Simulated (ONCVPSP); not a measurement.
**Potentials for nickel compared**

Generated with ld1.x 7.5 (TM, RRKJ, ultrasoft, PAW), atompaw 4.2 or ONCVPSP 4.0.1. The cutoff is in Ry: for ld1.x and atompaw files where the sum of valence levels is converged to 10 mRy in a Bessel basis, for ONCV files where the hardest occupied wave has 1 mHa per electron of residual kinetic energy. The error is the largest all-electron minus pseudo excitation energy over each file’s own four to seven test configurations (ionisations up to +4, promotions, holes and added fractions of an electron), all of which were solved. The labels leave out finer settings (local radius, basis sizes, second energies), which also bear on the numbers. Spin-polarised tests are not counted. The rows are a selection from randomly drawn settings: files with unsolved tests, undetermined cutoffs or missed reference levels are left out.

A true bound ghost makes a file unfit for plane-wave use even where its test errors are small: the radial tests pick states by their node count and pass the ghost by.

```csv
potential,cutoff (Ry),largest error (meV),bound ghosts
"ONCV, PBEsol, scalar-relativistic, rc 1.20/1.00/1.65 (spd), local smoothed, core correction yes, reference 3s2 3p6 3d8 4s2, qcut 8.3/14.4/7.6, projectors 2/2/2",79,+173,none
"ONCV, LDA (Perdew-Wang 92), scalar-relativistic, rc 1.30/0.70/0.80 (spd), local smoothed, core correction yes, reference 3s2 3p6 3d8 4s2, qcut 9.6/13.8/10.9, projectors 2/1/1",905,+11,none
"ONCV, PBEsol, scalar-relativistic, rc 1.20/0.80/1.50 (spd), local smoothed, core correction yes, reference 3s2 3p6 3d7, qcut 8.8/12.1/12.3, projectors 3/2/3",106,-324,none
"ONCV, PW91, scalar-relativistic, rc 1.45/0.95/0.75/1.40 (spdf), local smoothed, core correction no, reference 3s2 3p6 3d8 4s2, qcut 11/14.1/11.6/8.4, projectors 2/2/2/2",823,+7.5,none
"ONCV, PBEsol, scalar-relativistic, rc 1.85/0.75/0.85 (spd), local smoothed, core correction yes, reference 3p6 3d8 4s2, qcut 3.1/12.4/15.7, projectors 2/3/2",216,+81,"s, p"
"ONCV, PBEsol, scalar-relativistic, rc 1.25/0.75/1.05/1.15 (spdf), local smoothed, core correction yes, reference 3s2 3p6 3d8 4s1.5, qcut 7.9/12.3/16.9/10, projectors 3/2/2/2",197,-2.3,none
```

Problem. Fill in the row for Ni: ONCV, PBE, scalar-relativistic, rc 1.45/1.10/1.30 (spd), local smoothed, core correction no, reference 3s2 3p6 3d8 4s0.5, qcut 10.4/14.2/10.5, projectors 2/2/1.

Solution. cutoff 96 Ry, largest error +165 meV, bound ghosts: none.

Problem. Fill in the row for Ni: ONCV, PBEsol, fully relativistic, rc 1.20/1.20/1.60 (spd), local smoothed, core correction yes, reference 3s2 3p6 3d8 4s1.5 4p0.5, qcut 9.3/13/10.8, projectors 2/2/1.

Solution. cutoff 92 Ry, largest error +42 meV, bound ghosts: none.
